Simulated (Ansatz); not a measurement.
Spectroscopic constants of Cs2, closed-shell singlet (lowest of 2S+1 = 1, 3 at CCSD(T)/def2-TZVPP on PBE0 minima; our sources give no spin for the ground state, which may be another). No spin–orbit coupling.

Seven points along R, fitted to fifth degree in 1/R; most abundant isotopes. Runs in def2 and cc sets follow the lowest solution found near the PBE0 minimum. The singlet is held restricted.

Correlated levels freeze the inner cores; with def2 sets outer-core shells near the valence are correlated too.

The values were computed with Ansatz (Gaussian basis) for Hartree–Fock, density functionals and correlated methods. Each number belongs to the level named beside it. In def2 rows elements past Kr take small-core potentials, without spin–orbit coupling.

Energies at CCSD(T)/def2-TZVPP:

| R (Å) | E (hartree) |
|---|---|
| 4.431701 | -40.03798028 |
| 4.550833 | -40.03850271 |
| 4.660434 | -40.03875715 |
| 4.784331 | -40.03882006 |
| 4.908228 | -40.03868029 |
| 5.051186 | -40.03831450 |
| 5.217971 | -40.03767360 |

Task: With a reduced mass of 66.4527 u, find the minimum, the force constant and the constants.

Result: A fifth-degree polynomial in 1/R puts the minimum at r_e = 4.7575 Å with force constant 5.97 N/m. Then ω_e = (1/2πc)√(k/μ) = 39 cm⁻¹ and B_e = h/(8π²cμr_e²) = 0.01121 cm⁻¹; the cubic and quartic terms give α_e = 2.5e-5 and ω_e x_e = 0.086 cm⁻¹.

Doubts at one or more of the structures used: a restricted determinant that unrestricted orbitals would lower (CCSD(T)/def2-TZVPP).

Ansatz is a quantum-chemistry and plane-wave program.
